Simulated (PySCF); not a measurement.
Compound: (FGe)4S6 adamantane, F4Ge4S6.
Bonds: Ge1–F2, Ge1–S3, Ge1–S9, Ge1–S13, S3–Ge4, Ge4–F5, Ge4–S6, Ge4–S14, S6–Ge7, Ge7–F8, Ge7–S9, Ge7–S10, S10–Ge11, Ge11–F12, Ge11–S13, Ge11–S14.

The calculation used PySCF 2.14.0, PBE0-D3(BJ)/def2-SVP geometry optimisation, gas phase.

Give the optimised bond lengths and angles.

```csv
bond,length (Å)
Ge1–F2 and 3 like bonds,1.723
Ge1–S3 and 11 like bonds,2.215
```

Bonds in one row agree within 0.01 Å and their mean is given. A selection of angles:
```csv
angle,degrees
F2–Ge1–S3,104.1
S3–Ge1–S9,113.7
S3–Ge1–S13,114.7
Ge1–S3–Ge4,98.9
```

Dihedral angles: F2–Ge1–S3–Ge4 180° (antiperiplanar); F2–Ge1–S9–Ge7 180° (antiperiplanar); F2–Ge1–S13–Ge11 180° (antiperiplanar); Ge1–S3–Ge4–F5 180° (antiperiplanar); S3–Ge4–S6–Ge7 66° (synclinal); S3–Ge4–S14–Ge11 -67° (synclinal); Ge4–S6–Ge7–F8 -179° (antiperiplanar); S6–Ge7–S9–Ge1 67° (synclinal); S6–Ge7–S10–Ge11 -67° (synclinal); Ge7–S10–Ge11–F12 180° (antiperiplanar); S10–Ge11–S13–Ge1 67° (synclinal); S10–Ge11–S14–Ge4 -67° (synclinal).

Ge1 (germanium bonded to F and 3 S) is distorted tetrahedral (angles from 104.1° to 114.7°). All 12 Ge–S bonds measure 2.213 to 2.216 Å. All 4 F–Ge bonds measure 1.723 to 1.724 Å.

Point group: Td (every atom within 0.08 Å of its image). PBE0-D3(BJ)/def2-SVP frequencies: not computed here. The numbers are those of one conformer.
